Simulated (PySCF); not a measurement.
C5H4F2NP.
SMILES: `Cc1nc(F)cc(F)p1`

Theory: TDDFT B3LYP/def2-SVPD, vertical, gas phase, core orbitals frozen in the response in PySCF. Isolated species at its GFN2-xTB geometry, gas phase.

```
state  E (eV)  ν̃ (cm⁻¹)       f  main configurations (H = HOMO, L = LUMO)
   S1    4.27      34420  0.0027                               H-1→L (97%)
   S2    4.64      37420  0.0016                             H-1→L+1 (98%)
   S3    4.72      38060   0.038                  H→L+1 (70%), H-2→L (24%)
   S4    4.97      40070   0.118                                 H→L (88%)
   S5    5.81      46900   0.014                               H-3→L (95%)
   S6    5.95      47980   0.228                  H-2→L (67%), H→L+1 (19%)
   S7    6.05      48780  0.0064                             H-3→L+1 (96%)
   S8    6.39      51570  0.0016                               H→L+2 (97%)
```

Triplets, Tamm–Dancoff:

| state | E (eV) | λ (nm) | main configurations (H = HOMO, L = LUMO) |
| --- | --- | --- | --- |
| T1 | 3.16 | 391.9 | H→L (95%) |
| T2 | 3.90 | 317.7 | H→L+1 (95%) |
| T3 | 3.93 | 315.1 | H-1→L (96%) |

The lowest singlet lies at 4.27 eV (291 nm, ultraviolet) and is very weak; its leading configuration is HOMO-1→LUMO (97%). The most intense listed level is S6 at 5.95 eV (208 nm, f = 0.228), 1.68 eV above S1. Löwdin shares by element: HOMO carbon 40% or more, phosphorus 34% (atoms not listed hold the other 26%); LUMO carbon 46% or more, phosphorus 32% (atoms not listed hold the other 21%). The listed states span 2.13 eV, and the widest gap between neighbours is 0.85 eV (S4 to S5). Of the 8 states listed, 4 reach f = 0.01 and none stays under 0.0005. Weighted by f, the mean energy of these states is 5.54 eV. The window holds the lowest 8 singlets.

The run took about 1.9 min of CPU time (grids of density and orbitals included) (one thread, shared machine).
